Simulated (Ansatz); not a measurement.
Ideal-gas functions of H4HfO4, SMILES `[OH][Hf]([OH])([OH])[OH]` at 298.15 K and 1 bar, from an Ansatz frequency run at PBE0-D4/def2-TZVP.

Molar mass 246.52 g/mol, point group S4 (symmetry number 2), electronic degeneracy 1, moments of inertia 180.522, 180.523, 182.643 u Å². Harmonic wavenumbers (cm⁻¹, unscaled): 92, 93, 140, 144, 158, 158, 164, 165, 206, 220, 254, 254, 256, 667, 667, 669, 708, 4023, 4023, 4023, 4028.

Use S(trans) = R[1.5 ln M + 2.5 ln T − 1.1517]; rotational temperatures θ = 24.2544 K / I; S(rot) = R[ln(√π/σ · √(T³/θAθBθC)) + 1.5]; for each mode x = 1.438777 ν̃/T, S = R[x/(eˣ − 1) − ln(1 − e⁻ˣ)] and H = RT x/(eˣ − 1); 1 cm⁻¹ = 0.0119627 kJ/mol; R = 8.31446 J/(mol·K).

Problem. By hand: the entropy, in J/(mol·K).

Solution. Translation 177.5. Rotation: θ = 0.1344, 0.1344, 0.1328 K, giving 107.6. Vibration, mode by mode: 15.13, 15.05, 11.73, 11.51, 10.77, 10.77, 10.47, 10.43, 8.70, 8.20, 7.12, 7.12, 7.07, 1.45, 1.45, 1.44, 1.24, 0.00, 0.00, 0.00, 0.00, in all 139.7. Electronic 0.0. Sum 424.8 J/(mol·K).

Problem. By hand: H − E and G − E in kJ/mol, counted from the electronic energy.

Solution. Zero-point energy ½ × 21112 × 0.0119627 = 126.3; thermal vibration 21.8; translation, rotation and pV give 4 RT = 9.9. H − E = 158.0 kJ/mol, and G − E = 158.0 − 298.15 × 424.8/1000 = 31.3 kJ/mol.

Vibration gives 33 % of the entropy, 53.4 J/(mol·K) of it from the modes under 150 cm⁻¹: soft modes count most, and the harmonic formula is weakest for them. The sum counts one conformer and one mirror image; others add a mixing term.
